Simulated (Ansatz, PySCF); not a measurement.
Reaction R1 + R2 → P1 + P2, each structure at its B3LYP-D3(BJ)/def2-TZVP stationary point, reached from a drawn start (curvature not checked).
P1, CH4O (SMILES CO) (charge 0, multiplicity 1, Z-matrix in Å and degrees):
```
C
H 1 1.0891
H 1 1.0957 2 108.35
H 1 1.0957 2 108.35 3 -117.93
O 1 1.4207 2 106.79 3 121.03
H 5 0.9621 1 108.72 2 180.00
```
R1: CH4 (SMILES C), charge 0, multiplicity 1.
P2: H2 (SMILES [H][H]), charge 0, multiplicity 1.
R2, H2O (SMILES O) (charge 0, multiplicity 1):
```xyz
3

O      0.0000     0.0000     0.3896
H      0.0000     0.7650    -0.1949
H      0.0000    -0.7650    -0.1949
```

P less R. No zero-point or thermal terms.

Cores are frozen in the correlated methods. CBS(a, b) extrapolates the correlation energy as X⁻³ and adds the Hartree–Fock energy of set b.

Run with Ansatz (Gaussian basis) for Hartree–Fock, density functionals and correlated methods; PySCF for the D3/D4 terms. All values are computed, each at the level named.

The comparison value is 30.21 kcal/mol (CCSD(T)/CBS(cc-pVTZ, cc-pVQZ)). It is a level with limits of its own, not the exact answer.

Q: Order these levels by how close they come to the comparison value for the reaction energy, closest first: PBE-D4/def2-TZVPP, B3LYP-D4/def2-TZVPP, BLYP-D4/def2-TZVPP, revPBE-D4/def2-TZVPP, HF/cc-pVTZ. Give each level's value less the comparison value.

A: HF/cc-pVTZ (-0.04 kcal/mol), B3LYP-D4/def2-TZVPP (-1.14 kcal/mol), PBE-D4/def2-TZVPP (-1.53 kcal/mol), BLYP-D4/def2-TZVPP (-2.26 kcal/mol), revPBE-D4/def2-TZVPP (-2.43 kcal/mol)

Ansatz is a program for electronic structure.
